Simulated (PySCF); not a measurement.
Species: C₇H₇NO.
Cartesian coordinates in Å at the GFN2-xTB level; atoms count from 1:
```
atom  x, y, z in Å
C1    -3.0872    1.9851   -0.4400
C2    -1.9646    1.2718   -0.3457
C3    -1.4188    0.8313    0.9084
C4    -0.3059    0.1198    1.0140
C5     0.7451   -0.5521    1.1310
C6     1.8576   -1.2579    1.2068
C7     2.6513   -1.6721    0.0288
N8     2.1504   -1.2642   -1.1649
O9     3.6695   -2.3264    0.1216
H10   -3.4800    2.3045   -1.3894
H11   -3.6489    2.2701    0.4346
H12   -1.4161    0.9956   -1.2373
H13   -1.9592    1.1046    1.8069
H14    2.2498   -1.5770    2.1615
H15    1.3103   -0.7163   -1.2142
H16    2.6390   -1.5080   -2.0090
```

Method: PBE0/def2-SVPD in PySCF (dipole) on a GFN2-xTB geometry, gas phase.

Take the most abundant isotopes and a rigid rotor. The values belong to one conformer with, in the numbering `[CH2:1]=[CH:2][CH:3]=[C:4]=[C:5]=[CH:6][C:7]([NH2:8])=[O:9]`, C1–C2–C3–C4 180°, C5–C6–C7–N8 0°, C6–C7–N8–H 1° and 180°.

What are A, B and C (GHz)?

Ia = 89.98, Ib = 850.23, Ic = 940.20 u·Å²; 505379 MHz·u·Å²/I gives 5617, 594.4 and 537.5 MHz, that is A = 5.6169, B = 0.5944, C = 0.5375 GHz.

Classify the top.

A near-prolate asymmetric top. Ray's parameter κ = (2B − A − C)/(A − C) = -0.978; −1 is the prolate and +1 the oblate limit.

Is it planar, by Δ = Ic − Ia − Ib?

Planar: Δ = Ic − Ia − Ib = 0.00 u·Å². For a rigid frame Δ = −2 Σ m c², so it vanishes when all atoms lie in the ab plane; here none is more than 0.01 Å from it.

List the rotational levels J(Ka,Kc) to J = 2 (MHz).

Above 0(0,0):
J = 1: 1(0,1) 1132, 1(1,1) 6154, 1(1,0) 6211
J = 2: 2(0,2) 3395, 2(1,2) 8361, 2(1,1) 8532, 2(2,1) 23599, 2(2,0) 23600
Those of J = 1 are B + C, A + C and A + B.

Predict some low-J microwave lines.

The dipole components are |μa| = 5.28 D, |μb| = 1.23 D, |μc| = 0.00 D; the mirror of this Cs structure is the ab plane, so μc vanishes by symmetry (the 0.02 D computed is a residue) and there are no c-type lines. Intensities carry the squares of the components, which stand as 1.00 : 0.05 (a : b). Some of the stronger lines:

| type | branch | J(Ka,Kc) | MHz | lower level (cm⁻¹) |
| --- | --- | --- | --- | --- |
| a | Q | 3(1,2) ← 3(1,3) | 341 | 0.389 |
| a | R | 1(0,1) ← 0(0,0) | 1132 | 0.000 |
| a | R | 2(1,2) ← 1(1,1) | 2207 | 0.205 |
| a | R | 2(0,2) ← 1(0,1) | 2263 | 0.038 |
| a | R | 2(1,1) ← 1(1,0) | 2321 | 0.207 |
| a | R | 3(1,3) ← 2(1,2) | 3310 | 0.279 |
| a | R | 3(0,3) ← 2(0,2) | 3394 | 0.113 |
| a | R | 3(2,2) ← 2(2,1) | 3396 | 0.787 |
| a | R | 3(2,1) ← 2(2,0) | 3398 | 0.787 |
| a | R | 3(1,2) ← 2(1,1) | 3481 | 0.285 |
| b | R | 3(2,1) ← 2(1,2) | 18636 | 0.279 |

Estimate the classical rotational partition function at 25 K, 50 K and 100 K.

Point group Cs, symmetry number σ = 1; q = (√π/σ)·√((kT/h)³/(ABC)), k/h = 20836.6 MHz/K: 15700 at 25 K, 44500 at 50 K, 126000 at 100 K.

Stationary, but not proved a minimum. These are rigid-rotor constants of the computed structure; measured ground-state constants (B0) also hold zero-point vibration. Quadrupole hyperfine structure (14N) is left out.

The run took 69 s on an Arm Neoverse N1 with one thread, no GPU, shared host, and the process peaked at 0.92 GiB of memory. This is the PBE0/def2-SVPD job that gave the dipole, with the excitations it also computed.
